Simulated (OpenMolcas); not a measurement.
Rb: effect of the active space

```json
{"Program": "OpenMolcas", "Method": "CASSCF", "Basis": "ANO-RCC-VTZP", "Scalar Hamiltonian": "DKH2, point nucleus", "Spin-orbit coupling": "state interaction with AMFI integrals over the reference wave functions, term energies averaged over their components"}
```

A. 1 electron in 4 orbitals (5s 5p); 2S+1 = 2 even, 1 root; 2S+1 = 2 odd, 3 roots; cost about 4 core-seconds
B. 1 electron in 8 orbitals (5s 5p 6s 6p); 2S+1 = 2 even, 1 root; 2S+1 = 2 odd, 3 roots; cost about 7 core-seconds
C. 1 electron in 9 orbitals (4d 5s 5p); 2S+1 = 2 even, 1 root; 2S+1 = 2 odd, 3 roots; cost about 5 core-seconds

Energies in cm⁻¹ above 5s ²S_1/2, the measured ground level; measured values from NIST Handbook of Basic Atomic Spectroscopic Data.

```csv
Level,A,B,C,Measured
5s ²S_1/2,0.0,0.0,0.0,0.0
5p ²P°_1/2,10737,10737,10737,12579
5p ²P°_3/2,10874,10874,10874,12817
```

Deviations, from unrounded energies. A percentage is the sum of absolute deviations over the sum of measured energies, with the sign that they share, or ± where signs differ.

```tsv
Against measurement	Levels	A	B	C
mean absolute deviation (cm-1)	2	1900	1900	1900
other configurations (%)	2	-14.9	-14.9	-14.9
```

A, B, C lie about equally close to measurement. The largest miss of A in the table is 5p ²P°_3/2, by -1900 cm-1. The ranking rests on the paired levels alone, and a cruder setting can come out closer through cancelling errors.

Among A to C no level of the table moves by more than 5 cm-1.

ANO sets are built for ground and valence states and can reach diffuse excited orbitals poorly. With one active electron the reference holds no correlation, so core polarisation is missing. With one active electron outside closed inactive shells, the extra shells (6p 6s) add no correlation to the reference (holds for B). No level of 4d was computed, though it lies in the active space (holds for C). Measured partners are found by configuration, term and J. A level has none where our copy of the source lacks it or the pairing is in doubt (some pairs that miss far off the trend of their configuration count as doubtful), and it then counts in no deviation. Levels of configurations outside the active space are missing.

° marks odd parity.
